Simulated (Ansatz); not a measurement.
Ansatz (a first-principles code) input (RI-MP2/aug-cc-pV(T+d)Z):
A basis named .json is the Basis Set Exchange file of that set.

Ansatz 0.2 input:
```yaml
crystal:
  periodic: [false, false, false]
  atoms:
    - {symbol: Al, position_ang: [-0.00121496, -0.01498404, 1.29421651]}
    - {symbol: Al, position_ang: [0.00121496, 0.01498404, -1.29421651]}
    - {symbol: H, position_ang: [1.34717406, -0.03150224, 2.13754455]}
    - {symbol: H, position_ang: [-1.35118512, -0.01796590, 2.13516815]}
    - {symbol: H, position_ang: [0.00875948, 1.37382376, -2.12073067]}
    - {symbol: H, position_ang: [-0.00474843, -1.32435563, -2.15198203]}
basis:
  gaussian:
    orbitals: aug-cc-pV_T+d_Z.json
    fitting: {mean_field: def2-universal-jkfit, correlation: aug-cc-pVTZ-RIFIT.json}
total_charge: -1
magnetization: {spin_polarized: true, initial_magnetization: 1}
correlation: {method: mp2, electrons: outside_noble_gas}
```

Output:

```
Functional definition: HF
integrals: 0.14 GiB planned
328 factors; integrals over basis functions are off by at most 1.2e0 eV
478 factors; integrals over basis functions are off by at most 7.0e-1 eV
mean field: 0.49 GiB planned
mean field evaluation 1: about -13227.2653 eV, gradient 9.6e0 eV
mean field evaluation 2: about -13228.4903 eV, gradient 3.1e0 eV
mean field evaluation 4: about -13228.6433 eV, gradient 3.6e-1 eV
mean field evaluation 8: about -13228.6552 eV, gradient 1.1e-6 eV
mean field evaluation 16: about -13227.9474 eV, gradient 5.3e-1 eV
mean field evaluation 32: about -13228.6552 eV, gradient 1.7e-2 eV
mean field evaluation 64: about -13228.4823 eV, gradient 2.0e0 eV
mean field evaluation 96: about -13228.6550 eV, gradient 1.3e-1 eV
mean field -13228.65519741 eV, -486.1441118001 hartree, gradient 1.1e-6 eV, S^2 0.766232; 16 other end points of the search recorded, 0 dependent functions left out
10 core orbitals not correlated
reference -13228.65519741 eV, -486.1441118001 hartree; 6, 5 occupied and 186, 187 virtual orbitals, 478 factors
second order -4.99882396 eV of doubles, -0.00000000 eV of singles
Total energy: -13233.65402136 eV, -486.3278151922 hartree
```

This state (charge -1, doublet) is run at the relaxed geometry of the species with charge 0 and multiplicity 1.
